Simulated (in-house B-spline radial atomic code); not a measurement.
**Response and correlation of Ne6+**

Closed shell [He] 2s2. Computed with a B-spline radial code for spherical atoms: Dirac-Hartree-Fock, relativistic RPA (time-dependent Dirac-Hartree-Fock) for the response and second-order many-body perturbation theory for correlation, no-pair Dirac-Coulomb Hamiltonian, finite nucleus.

Command:
```bash
python run_mb.py task.json out
```
Settings (nuclear radius in fm, box in bohr, cutoff in hartree):
```
basis_form          2
Z                   10
core_configuration  [He] 2s2
rms_radius          3.0055
mass_number         20
speed_of_light      137.036
box_radius          9.487
lmax                7
intervals           63
virtual_cutoff      2500.0
```

Cost of the run: 0.6 s on 1 thread of Intel(R) Xeon(R) Platinum 8488C, with other jobs on the host.

```
multipole (bohr³, bohr⁵, bohr⁷)  uncoupled  coupled RPA
                         dipole    0.37761      0.52028
                     quadrupole   0.082392     0.093874
                       octupole   0.068661            ?
```

Q: What is the coupled octupole polarisability?

A: 0.075468 atomic units, +10 % against the uncoupled value.

Q: Which subshells carry the dipole polarisability?

A: 2s1/2 100.2 %, 1s1/2 -0.2 %.

Q: What does the dipole shielding factor come to?

A: The dipole shielding factor is 0.400, against the exact N/Z = 4/10 = 0.400 of the non-relativistic theorem.

Dipole polarisability at imaginary frequency:

| u (Eh) | α(iu) (bohr³) |
| --- | --- |
| 0 | 0.5203 |
| 0.37 | 0.4476 |
| 0.926 | 0.2656 |
| 1.85 | 0.1226 |
| 2.78 | 0.07363 |
| 3.7 | 0.05159 |
| 5.56 | 0.03084 |
| 7.41 | 0.02103 |
| 9.26 | 0.0154 |
| 13 | 0.009384 |
| 18.5 | 0.005505 |
| 27.8 | 0.002939 |
| 37 | 0.001875 |
| 55.6 | 0.0009652 |
| 92.6 | 0.0003979 |
| 185 | 0.0001099 |

Q: What dispersion coefficients follow for two such ions (the dispersion part alone)?

A: C6 = (3/π)∫α(iu)²du = 0.2013 hartree·bohr⁶ and C8 = 0.3237 hartree·bohr⁸.

Lowest J = 1 odd-parity excitations:

```json
{"energy (eV)": "7.9989", "oscillator strength": "3.02e-06", "leading channel": "2s1/2 → p1/2", "weight": "0.673"}
{"energy (eV)": "23.955", "oscillator strength": "0.374", "leading channel": "2s1/2 → p3/2", "weight": "0.673"}
{"energy (eV)": "124.69", "oscillator strength": "0.000309", "leading channel": "2s1/2 → p1/2", "weight": "0.689"}
{"energy (eV)": "125.78", "oscillator strength": "0.497", "leading channel": "2s1/2 → p3/2", "weight": "0.689"}
{"energy (eV)": "160.33", "oscillator strength": "0.000122", "leading channel": "2s1/2 → p1/2", "weight": "0.693"}
{"energy (eV)": "160.7", "oscillator strength": "0.143", "leading channel": "2s1/2 → p3/2", "weight": "0.693"}
{"energy (eV)": "176.48", "oscillator strength": "6.23e-05", "leading channel": "2s1/2 → p1/2", "weight": "0.695"}
{"energy (eV)": "176.66", "oscillator strength": "0.0644", "leading channel": "2s1/2 → p3/2", "weight": "0.695"}
```

For an outer ns² shell RPA puts the lowest triplet far too low, and second order misses the ns²-np² near-degeneracy.

Second-order correlation energy by the highest angular momentum of the excited pair (hartree): s -0.01584, p -0.09704, d -0.01034, f -0.00279, g -0.001039, h -0.0004484, i -0.0002275, k -0.0001265.

Q: What is the second-order correlation energy at the partial-wave limit?

A: The listed waves sum to -0.12785 hartree; extrapolating the increments as (l + 1/2)⁻⁴ gives -0.12811 hartree, -0.871 eV per electron.
